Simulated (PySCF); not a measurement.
TeF, CCSD: how much the basis matters

PySCF, UHF reference; doublet, unpaired electrons π ↑; De to Te + F without counterpoise correction. Frozen cores follow the default of each basis and core potential.

```
             basis                           relativity  functions  Re (Å)  ωe (cm⁻¹)  De (eV)  frozen orbitals
cc-pVDZ-PP/cc-pVDZ  scalar-relativistic core potentials         37   1.951        624     2.53                5
          def2-SVP  scalar-relativistic core potentials         40   1.946        629     2.67                5
        x2c-SVPall                        spin-free X2C         50   1.943        628     2.70               19
        def2-TZVPP  scalar-relativistic core potentials         81   1.898        644     3.12                5
```

Q: How does each smaller set differ from the one with most functions, def2-TZVPP?

A: cc-pVDZ-PP/cc-pVDZ: +5.3 pm, -3.1 % in ωe, -0.59 eV in De; def2-SVP: +4.8 pm, -2.3 % in ωe, -0.45 eV in De; x2c-SVPall: +4.5 pm, -2.5 % in ωe, -0.42 eV in De. All at CCSD; the set with most functions is neither the basis-set limit nor always the best. The rows treat relativity differently, so the differences are not basis effects alone.

Correlated steps freeze the inner cores (5 to 19 orbitals); shallow outer-core shells are correlated. Correlated levels converge slowly with the basis: in double zeta they bind strong bonds too weakly, by up to about 1 eV, and carry superposition errors of some tenths. These are scalar-relativistic numbers at best; spin–orbit coupling would shift them, the dissociation energy most. The state was picked by a PBE0 search and need not be the measured ground state.
